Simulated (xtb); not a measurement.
borohydride (BH4), SMILES [BH4-], charge -1. All values are semi-empirical tight-binding results from xtb (GFN2-xTB unless named), good for trends rather than for accurate numbers. Geometry optimised at GFN2-xTB.

Optimised geometry:

Bonded distances (Å): B1–H2 1.229, B1–H3 1.229, B1–H4 1.229, B1–H5 1.229. Angles (°): H2–B1–H3 109.5, H2–B1–H4 109.5, H2–B1–H5 109.5, H3–B1–H4 109.5, H3–B1–H5 109.5, H4–B1–H5 109.5.
Charge -1, spin multiplicity 1.

| Property | Value |
|---|---|
| point group as xtb finds it | Td |
| orbital gap | 16.94 eV |
| zero-point energy | 20.7 kcal/mol |
| G − E(el) at 298.15 K (modified RRHO) | 9.7 kcal/mol |
| static polarisability (D4 model) | 38.3 bohr³ |
| solvation energy, GFN2-xTB/ALPB(water) | -78.4 kcal/mol |
| solvation energy, GFN2-xTB/ALPB(ether) | -58.9 kcal/mol |

Problem. Give the IR lines (harmonic; lines under 4 % of the strongest left out, lines within 3 cm⁻¹ merged). (Estimate from the structure and the level; the computed values follow.)

Solution. ν (cm⁻¹): 1169 (s), 2038 (vs) (against the strongest line: vs over 80 %, s over 45 %, m over 15 %, w over 4 %, vw less)

Computed atomic charges:
charges (e) B1 0.25, H2 -0.31, H3 -0.31, H4 -0.31, H5 -0.31.
